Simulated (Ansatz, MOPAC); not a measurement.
Molecule: SbBr₂, charge 1, multiplicity 1. SMILES: [Br][Sb+][Br]

Atoms: Sb1, Br2, Br3. Bonds: Sb1-Br2, Sb1-Br3.

Bond lengths (Å) and angles (degrees) optimised at AM1 with MOPAC; PM6 with MOPAC; PM7 with MOPAC; HF/3-21G with Ansatz (a first-principles code); HF/LANL2DZ with Ansatz; MP2/LANL2DZ with Ansatz, each started from the B3LYP-D3(BJ)/def2-TZVP structure (Ansatz) of the last column. A row stands for all coordinates that are equal there. No wavenumbers were computed at MP2/LANL2DZ, so these may be saddle points.

```csv
coordinate,AM1,PM6,PM7,HF/3-21G,HF/LANL2DZ,MP2/LANL2DZ,B3LYP-D3(BJ)/def2-TZVP
Sb1-Br2,2.442,2.313,2.375,2.523,2.520,2.555,2.431
Br2-Sb1-Br3,102.0,106.8,113.0,101.1,100.1,101.3,101.8
```

Mean signed difference of all 2 bond lengths from B3LYP-D3(BJ)/def2-TZVP: AM1 0.011 Å, PM6 -0.118 Å, PM7 -0.055 Å, HF/3-21G 0.092 Å, HF/LANL2DZ 0.089 Å, MP2/LANL2DZ 0.124 Å.
